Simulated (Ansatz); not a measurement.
Input and output for `[Cl][Hf]([SeH])([SeH])[SeH]`.

```yaml
crystal:
  periodic: [false, false, false]
  atoms:
    - {symbol: Cl, position_ang: [-2.397731, -1.142548, 1.200163]}
    - {symbol: Hf, position_ang: [-0.413652, -0.342665, 0.411009]}
    - {symbol: Se, position_ang: [1.570898, -1.348799, 1.667234]}
    - {symbol: Se, position_ang: [-0.331307, 2.182628, 0.486574]}
    - {symbol: Se, position_ang: [0.048927, -1.048928, -2.045545]}
    - {symbol: H, position_ang: [2.245529, 0.018579, 1.522927]}
    - {symbol: H, position_ang: [0.482663, 2.163818, -0.724611]}
    - {symbol: H, position_ang: [-1.247257, -0.473062, -2.411587]}
basis:
  gaussian: {orbitals: def2-TZVP}
total_charge: -1
magnetization: {spin_polarized: true, initial_magnetization: 1}
hamiltonian: {xc: {name: B2PLYP}}
```

```sh
$ ansatz run in.yaml --threads 4 --pin off --events-out ev --progress --plain --max-ram 11315MiB
```

Output, abridged:

```
Functional definition: B2PLYP
1702 factors; integrals over basis functions are off by at most 1.2e-3 eV
mean field evaluation 1: about -209881.6667 eV, gradient 1.8e1 eV
mean field evaluation 2: about -209881.8224 eV, gradient 1.8e1 eV
mean field evaluation 4: about -209884.6358 eV, gradient 4.4e0 eV
mean field evaluation 8: about -209885.0394 eV, gradient 1.4e0 eV
mean field evaluation 16: about -209885.2114 eV, gradient 1.6e-1 eV
mean field evaluation 32: about -209885.2946 eV, gradient 1.6e-2 eV
mean field -209885.29464054 eV, -7713.1423126775 hartree, gradient 5.6e-6 eV, S^2 0.754342; 8 other end points of the search recorded, 0 dependent functions left out
32 core orbitals not correlated: weight in the atoms' cores, before any rotation towards them, 1.000 or more for the frozen orbitals, at most 0.000 for the correlated occupied ones
reference -209885.29482502 eV, -7713.1423194571 hartree; 36, 35 occupied and 171, 172 virtual orbitals, 1702 factors
second order -42.54941245 eV of doubles, -0.00000000 eV of singles
Total energy: -209896.78316639 eV, -7713.5645082151 hartree
```

Hardware: 4 threads of an Arm Neoverse V1 on a shared host. Wall time 100 s, peak host memory 1.6 GiB.
